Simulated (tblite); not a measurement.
Species: C₇H₁₁NSi.
Bonds: C1–C2 (triple), C2–C3, C3–C4, C4–C5, C5–C6, C6–C7 (triple), C4–N8, N8–Si9. Hydrogens: H10 on C1; H11, H12 on C3; H13 on C4; H14, H15 on C5; H16 on C7; H17 on N8; H18, H19, H20 on Si9.

Structure optimised with GFN2-xTB, isolated species.

**Question.** What internal coordinates does the optimisation give?

**Answer.** 
```tsv
bond	length (Å)	order
C1≡C2, C6≡C7	1.197	triple
C2–C3, C5–C6	1.447	single
C3–C4, C4–C5	1.542	single
C4–N8	1.440	single
N8–Si9	1.717	single
C1–H10, C7–H16	1.049	single
C3–H11, C5–H15	1.093	single
C3–H12, C5–H14	1.094	single
C4–H13	1.096	single
N8–H17	1.011	single
Si9–H18, Si9–H19	1.461	single
Si9–H20	1.474	single
```

Bonds in one row agree within 0.01 Å and their mean is given. Orders are formal, as drawn. A selection of angles:
```tsv
angle	degrees
C1–C2–C3	177.3
C2–C3–C4	111.3
C3–C4–C5	110.3
C3–C4–N8	110.0
C5–C4–N8	112.0
C4–N8–Si9	124.3
H17–N8–C4	110.9
H17–N8–Si9	118.2
```

Dihedral angles: C2–C3–C4–C5 62° (synclinal); C3–C4–C5–C6 63° (synclinal); C3–C4–N8–Si9 -158° (antiperiplanar). The mirror-image conformer, all signs reversed, is as good.

N8 (silicon-bound nitrogen) has angles 124.3°, 118.2° and 110.9°, sum 353.4°, 0.20 Å off the plane of its three neighbours. Of the pairs four or more bonds apart, C2···H17 is among the closest relative to their van der Waals radii: 2.52 Å, 87 % of the sum of Bondi's values. The C–C distances run from 1.197 Å (C6≡C7, drawn triple) to 1.544 Å (C4–C5, drawn single), a spread of 0.347 Å. Si9 (SiH3 silicon) is distorted tetrahedral (angles from 104.1° to 115.7°).

Point group: C1 (no symmetry element, even within 0.4 Å). Its GFN2-xTB frequencies are all real (lowest 42 cm⁻¹). One conformer, not necessarily the lowest. 2 starts were optimised and ended at 0.00 and 1.87 kcal/mol (GFN2-xTB); the lowest of these is shown.

The run took 0.78 s on an Arm Neoverse N1 with one thread, shared host. That covers the optimisation of the geometry.

The numbers are calculated, not measured.
